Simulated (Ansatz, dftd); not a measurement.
Species: BNH₆, charge 0, singlet. BNH6 (azaniumylboranuide, SMILES [BH3-][NH3+]).
B3LYP-D3(BJ)/def2-TZVP minimum from Ansatz (a program for electronic structure):
```xyz
8

B     -0.9205     0.1288    -0.0265
N      0.7210    -0.1009     0.0208
H     -1.3171    -0.6321    -0.8771
H     -1.0639     1.2934    -0.3145
H     -1.3056    -0.1454     1.0853
H      0.9465    -1.0627     0.2580
H      1.1524     0.5023     0.7152
H      1.1430     0.1067    -0.8798
```
Charge 0, spin multiplicity 1.

Quantity: atomisation energy (electronic, to ground-state atoms), in kJ/mol. Radicals and triplets start from unrestricted determinants; spin-orbit coupling is neglected. Cores are frozen in correlated methods. Rows without X2C or -DK are non-relativistic. CBS(X,Y): correlation extrapolated as X^-3, Hartree-Fock from the larger set. A bracket is a step between two methods taken in the basis named. Functionals run without relativity, which enters their misses. Double hybrids freeze cores in their MP2 part. '+ core + X2C': CCSD(T) terms for core correlation (cc-pwCVTZ) and scalar relativity (cc-pVTZ-DK). Where a partner has so few electrons that a lower coupled-cluster level is exact, that level stands in.

```json
[
 {"level": "PBE-D3(BJ)/def2-TZVPD", "program": "Ansatz + dftd3", "atomisation energy (kJ/mol)": "2576.9", "difference against the last row": "17.4"},
 {"level": "B3LYP-D4/def2-TZVPD", "program": "Ansatz + dftd4", "atomisation energy (kJ/mol)": "2575.9", "difference against the last row": "16.4"},
 {"level": "B2GP-PLYP-D4/def2-TZVPD", "program": "Ansatz + dftd4", "atomisation energy (kJ/mol)": "2521.2", "difference against the last row": "-38.3"},
 {"level": "CCSD(T)/cc-pVTZ", "program": "Ansatz", "atomisation energy (kJ/mol)": "2499.0", "difference against the last row": "-60.5"},
 {"level": "CCSDT(Q)/cc-pVTZ", "program": "Ansatz", "atomisation energy (kJ/mol)": "2499.6", "difference against the last row": "-59.9"},
 {"level": "CCSD(T)/CBS(cc-pVTZ,cc-pVQZ) + [CCSDT(Q) - CCSD(T)]/cc-pVTZ + core + X2C", "program": "Ansatz", "atomisation energy (kJ/mol)": "2559.5", "difference against the last row": "0.0"}
]
```
